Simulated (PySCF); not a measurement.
**Electron correlation in Zr⁻ (zirconium, charge -1)**

[Kr] 4d3 5s2, high-spin 4F determinant. Computed with PySCF 2.14 in x2c-TZVPPall with one added diffuse shell each of s, p, d, f type (9s7p7d3f1g, 95 functions), with the spin-free X2C one-electron Hamiltonian (Gaussian nucleus). Frozen: [Kr]; 5 electrons correlated.

MP2 pair energies summed by pair of shells (mhartree):

| pair | energy | share (%) |
| --- | --- | --- |
| 4d-5s | -22.54 | 44.9 |
| 4d-4d | -16.32 | 32.5 |
| 5s-5s | -11.30 | 22.5 |

Total MP2 correlation energy: -50.17 mhartree.

Same-spin part -27.73 and opposite-spin part -22.44 mhartree; SCS-MP2 scales them by 1/3 and 6/5 to -36.17 mhartree.

The Hartree-Fock reference does not bind the outermost electron (its level is positive or very diffuse), so these energies belong to a reference that the basis holds together.
